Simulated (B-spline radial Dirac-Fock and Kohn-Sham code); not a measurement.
The computed values come from a radial B-spline solver: the Dirac equation of a negative muon with reduced mass in the field of a spherical finite nucleus, with the Uehling potential to all orders; nuclear polarisation, deformation, hyperfine structure, self-energy, higher-order vacuum polarisation, relativistic recoil and electron screening are left out. The nuclear charge is a Fermi distribution (skin thickness 2.3 fm).

Task: A muonic atom of atomic mass 80.94 u emits these computed lines: 2p3/2 → 1s1/2 1683 keV, 3d5/2 → 2p3/2 378.3 keV, 4f7/2 → 3d5/2 132.0 keV, 5g9/2 → 4f7/2 60.96 keV. Which element is it, and what rms charge radius was used?

Result: Gallium (Z = 31, nuclide ⁸¹Ga); the high transitions hardly feel the nucleus and fix Z. The 2p → 1s line lies 374.6 keV below the value for a point nucleus without QED, which for this nuclear model gives a radius near 4.04 fm (4.0441 fm was used).
